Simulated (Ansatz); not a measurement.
Breaking the C3–H4 bond in CH4Si (SMILES C[SiH]) (multiplicity 1 held, fragments rigid). Energies count from the point at 1.090 Å.
Geometry at that point (charge 0, multiplicity 1):
```xyz
6

Si    -0.443    -0.337     0.518
H     -1.430    -0.700    -0.591
C      0.771     0.544    -0.651
H      1.647     0.949    -0.144
H      0.256     1.359    -1.175
H      1.102    -0.149    -1.434
```

Signs of static correlation in cc-pV(D+d)Z, with CASSCF(2,2), from Ansatz (a quantum-chemistry and plane-wave program) runs.

```
R (Å)  T1 of restricted CCSD  ⟨S²⟩ of UHF  largest double amplitude of restricted CCSD  weight of the CASSCF reference in MRCISD  CASSCF natural occupations
-----  ---------------------  -----------  -------------------------------------------  ----------------------------------------  --------------------------
0.872                  0.012        0.386                                        0.106                                     0.898                   1.99 0.01
0.981                  0.012        0.388                                        0.106                                     0.897                   1.99 0.01
1.090                  0.012        0.390                                        0.106                                     0.897                   1.98 0.02
1.199                  0.012        0.391                                        0.107                                     0.897                   1.98 0.02
1.308                  0.012        0.393                                        0.107                                     0.896                   1.97 0.03
1.471                  0.013        0.396                                        0.107                                     0.896                   1.94 0.06
1.635                  0.015        0.399                                        0.107                                     0.896                   1.91 0.09
1.907                  0.021        0.933                                        0.174                                     0.896                   1.83 0.17
2.180                  0.030        1.197                                        0.194                                     0.896                   1.72 0.28
2.507                      ?        1.329                                        0.363                                     0.895                   1.54 0.46
2.943                  0.062        1.388                                            ?                                     0.895                   1.32 0.68
3.488                  0.079        1.408                                        0.763                                     0.895                   1.15 0.85
```

### Question
Fill in the missing entries.

### Answer

- 2.507, T1 of restricted CCSD: 0.043
- 2.943, largest double amplitude of restricted CCSD: 0.581

Doubts at one or more of the structures used: a restricted determinant that unrestricted orbitals would lower (R-CCSD(T)/cc-pV(D+d)Z); other coupled-cluster roots lie near (R-CCSD(T)/cc-pV(D+d)Z); T1 above 0.05 (R-CCSD(T)/cc-pV(D+d)Z, U-CCSD(T)/cc-pV(D+d)Z); a spin-contaminated determinant (U-CCSD(T)/cc-pV(D+d)Z).
